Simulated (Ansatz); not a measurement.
Cost and result for the atomization energy of CH$_{4}$OSSi, SMILES `O=C([SiH3])S` (8 atoms, 7 bonds).

Charge 0, multiplicity 1. Geometry: relaxed with PBE0-D4/def2-TZVP. It is one conformer, not always the lowest. Program: Ansatz. All runs use 2 threads of an Arm Neoverse V1 on a shared host. Times are those of one run each, without the atoms' runs, and a repeat can differ threefold. Electronic energies, without spin–orbit coupling; frozen cores. CCSD(T)/CBS adds CCSD(T) − MP2 in def2-TZVPP to the MP2 limit, and its time is that of the two runs behind it. T1 = 0.017. B3LYP takes the VWN-RPA correlation (the form of Gaussian; ORCA's B3LYP/G).

CCSD(T)/CBS is a level of theory with its own doubt, some kJ/mol a heavy atom from the limit and from the frozen cores, so smaller differences don't rank the functionals.

```
                             level  functions  atomization (kcal/mol)  difference from CCSD(T)/CBS  per bond
                 CCSD(T)/CBS(def2)          –                   652.2                          0.0       0.0
                 B97M-V/def2-TZVPP        202                   657.5                          5.3       0.8
                CCSD(T)/def2-TZVPP        202                   632.1                        -20.1      -2.9
              revPBE-D4/def2-TZVPP        202                   654.3                          2.1       0.3
r2SCAN-D4/def2-TZVPP (with forces)        202                   657.5                          5.3       0.8
                  CCSD(T)/def2-SVP         84                   608.9                        -43.3      -6.2
                ωB97X-V/def2-TZVPP        202                   656.7                          4.5       0.6
               BHLYP-D4/def2-TZVPP        202                   626.2                        -26.0      -3.7
                 B2PLYP/def2-TZVPP        202                   644.5                         -7.7      -1.1
 B3LYP-D4/def2-TZVPP (with forces)        202                   652.7                          0.5       0.1
                    MP2/def2-QZVPP        374                   655.8                          3.6       0.5
             r2SCANh-D4/def2-TZVPP        202                   650.5                         -1.7      -0.3
                BLYP-D4/def2-TZVPP        202                   657.3                          5.1       0.7
```

Problem. Order the runs by time, with rough figures. (Best estimate.)

Solution. Computed: revPBE-D4/def2-TZVPP 2.5 s; BLYP-D4/def2-TZVPP 2.5 s; CCSD(T)/def2-SVP 2.7 s; BHLYP-D4/def2-TZVPP 3.7 s; B3LYP-D4/def2-TZVPP (with forces) 5.5 s; r2SCAN-D4/def2-TZVPP (with forces) 6 s; r2SCANh-D4/def2-TZVPP 6.5 s; B2PLYP/def2-TZVPP 6.5 s; ωB97X-V/def2-TZVPP 9.5 s; B97M-V/def2-TZVPP 13 s; MP2/def2-QZVPP 21 s; CCSD(T)/def2-TZVPP 72 s; CCSD(T)/CBS(def2) 93 s.

From BLYP to BHLYP (50 % exact exchange), in def2-TZVPP and without D4, the atomization energy moves by −27.2 kcal/mol: exact exchange takes away binding that semilocal exchange gives to molecules. In def2-TZVPP, CCSD(T) changes the Hartree–Fock value by +182.5 kcal/mol (the triples alone add +13.7 kcal/mol) and MP2 by +194.2 kcal/mol; breaking electron pairs costs correlation energy, which Hartree–Fock lacks. The D4 term adds +6.7 kcal/mol with B3LYP and +3.5 kcal/mol with PBE0; it sums over pairs of atoms, weighted by their polarisabilities, and B3LYP, whose exchange is more repulsive, gets the larger term.
